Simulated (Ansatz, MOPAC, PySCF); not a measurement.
Donor–acceptor adduct: GaH3 (SMILES [GaH3]) (first 4 atoms) with NH3 (SMILES N); geometry from B3LYP-D3(BJ)/def2-TZVP, rigid monomers moved along the line of their centres of mass till Ga1···N5 is 1.96 Å.
(charge 0, multiplicity 1):
```xyz
8

Ga     0.47029    -0.36794     0.77091
H      0.08717    -1.90124     0.83918
H     -0.28103     0.54111    -0.28343
H      1.92853     0.05567     1.21425
N     -0.48780     0.22604     2.37686
H     -1.48112     0.03980     2.28964
H     -0.14360    -0.25955     3.19828
H     -0.36190     1.22240     2.51979
```

| level | interaction energy (kJ/mol) | minus CCSD(T)/CBS(aug-cc-pVDZ, aug-cc-pVTZ) | cost |
|---|---|---|---|
| AM1 | -167.1 | -79.7 | - |
| PM6 | -94.3 | -7.0 | - |
| HF/aug-cc-pVTZ | -72.5 | 14.8 | - |
| PBE-D3(BJ)/def2-TZVPPD | -89.5 | -2.1 | ×1 |
| BP86/6-31G* (no counterpoise) | -106.6 | -19.2 | - |
| r2SCAN/def2-TZVPPD | -102.1 | -14.8 | ×2 |
| r2SCAN-D4/def2-TZVPPD | -103.6 | -16.2 | ×2 |
| PBE0/def2-TZVPPD | -92.7 | -5.4 | ×1 |
| wB97M-V/def2-TZVPPD | -92.5 | -5.2 | ×3 |
| MP2/6-31G* | -80.9 | 6.4 | - |
| MP2/6-31G* (no counterpoise) | -113.8 | -26.5 | - |
| MP2/aug-cc-pVDZ | -72.8 | 14.5 | - |
| MP2/aug-cc-pVTZ | -86.1 | 1.3 | - |
| MP2/CBS(aug-cc-pVDZ, aug-cc-pVTZ) | -88.2 | -0.9 | - |
| SCS-MP2/aug-cc-pVDZ | -67.3 | 20.1 | - |
| SCS-MP2/aug-cc-pVTZ | -80.1 | 7.2 | - |
| CCSD/aug-cc-pVDZ | -68.7 | 18.7 | - |
| CCSD(T)/aug-cc-pVDZ | -69.7 | 17.7 | ×3 |
| CCSD(T)/aug-cc-pVTZ | -84.5 | 2.8 | ×100* |
| CCSD(T)/CBS(aug-cc-pVDZ, aug-cc-pVTZ) | -87.3 | 0.0 | ×100* |

 The comparison column counts from a level with limits of its own.

The rows run from -167.1 (AM1) to -67.3 kJ/mol (SCS-MP2/aug-cc-pVDZ). In aug-cc-pVTZ the value moves HF -72.5, MP2 -86.1, CCSD(T) -84.5, a shift of -12.0 from HF to CCSD(T). From aug-cc-pVDZ to aug-cc-pVTZ CCSD(T) changes by -14.9. The dispersion term adds -1.4 in r2SCAN-D4. The 3 functionals in def2-TZVPPD without D3 or D4 span 9.6, from r2SCAN to wB97M-V.

Monomers are frozen at their geometry in the pair; levels with a basis set take the counterpoise correction. Rows marked so take none.

Frozen-core correlation. Filled d and f shells under p-block atoms count as core. CBS: X⁻³ extrapolation of the correlation energy, Hartree–Fock from the larger set. Rows in 6-31G* carry no dispersion term and start afresh at each structure (6-31G* with six Cartesian d functions); the Pople sets are all-electron and without relativity. MP2/6-31G* freezes PySCF's default core, which leaves 3d correlated. The state that AM1, PM6 reach isn't checked.

Codes used: Ansatz (a first-principles code); MOPAC for AM1, PM6 (differences of heats of formation); PySCF for 6-31G* rows, the dispersion terms. 

Costs are rough ratios of core time to PBE/def2-TZVPPD (about 7 s over the structures, on one shared machine); a dash marks a level with no comparable run of its own. A star marks coupled-cluster runs past 200 virtual orbitals, where the program's memory plan changes under this machine's limit, so their costs aren't comparable with smaller runs.
